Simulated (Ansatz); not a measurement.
A structure relaxed at PBE0-D4/def2-TZVP, charge 0, multiplicity 1:

Cartesian coordinates in Å:
```
C -1.3239 0.2328 -1.6964
C -0.2329 -0.2808 -0.8221
C 0.0667 0.1835 0.3942
O -0.6797 1.2087 0.9244
Si 1.4458 -0.5710 1.4025
H -2.0716 -0.5444 -1.8855
H -0.9313 0.5360 -2.6720
H -1.8267 1.0874 -1.2450
H 0.3690 -1.1027 -1.1958
H -0.2735 1.5309 1.7315
H 0.9083 -1.2233 2.6288
H 2.3728 0.5045 1.8591
H 2.1770 -1.5615 0.5764
```

(1) Give its formula and SMILES.

(2) Point group (tolerance 0.08 Å, 0.16 Å for H)?

(3) Summarise the bond lengths by kind.

Results:

(1) C3H8OSi, `C/C=C(\O)[SiH3]`.

(2) C1.

(3) 2 × C–C 1.336 to 1.489 Å; 4 × C–H 1.085 to 1.095 Å; 1 × C–O 1.375 Å; 1 × C–Si 1.868 Å; 1 × H–O 0.959 Å; 3 × H–Si 1.483 to 1.492 Å.

Computed with Ansatz.
